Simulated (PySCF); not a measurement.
B(H)(NHMe)2 (C₂H₉BN₂), SMILES N(BNC)C. Atoms are numbered in the order given.

```xyz
14

B     -0.5530     0.1101     0.5532
H     -1.1921     0.0223     1.5809
N      0.6442    -0.6292     0.4342
C      1.1739    -1.5399     1.4110
H      1.2102    -0.5406    -0.4011
H      2.1801    -1.2472     1.7628
H      1.2468    -2.5765     1.0336
H      0.5123    -1.5578     2.2885
N     -1.0489     0.9468    -0.4751
C     -0.4477     1.1891    -1.7570
H     -1.8732     1.4962    -0.2785
H      0.2898     2.0154    -1.7542
H     -1.2073     1.4323    -2.5170
H      0.0739     0.2873    -2.1184
```
Charge 0, spin multiplicity 1.

Coordinates come from a PBE0-D3(BJ)/def2-SVP optimisation. The structure was generated by enumeration, and PubChem lists no compound with its InChIKey, so it may never have been made. Other conformers were not sampled.

Two levels are set side by side: PBE/pcSseg-1 (PySCF) and B3LYP/pcSseg-1 (PySCF). GIAO shifts against BF3 (¹¹B), NH3 (¹⁵N), TMS (¹H), TMS (¹³C) at the same level; non-relativistic, no solvent, atoms listed together averaged. Differences are taken from unrounded values.

```json
[
 {"quantity": "δ(¹¹B) of B1 (ppm)", "B3LYP": "13.8"},
 {"quantity": "δ(¹H) of H2 (ppm)", "B3LYP": "4.22"}
]
```

Task: What does PBE give, and how far is it from B3LYP? (An estimate is asked for; the answer gives what the named calculation found.)

Result: 
| quantity | PBE | PBE minus B3LYP |
|---|---|---|
| δ(¹¹B) of B1 (ppm) | 10.9 | -2.9 |
| δ(¹H) of H2 (ppm) | 4.33 | 0.11 |

Rough cost on one machine, each run with all the roots and properties that it gave: B3LYP against PBE within a factor of 2.
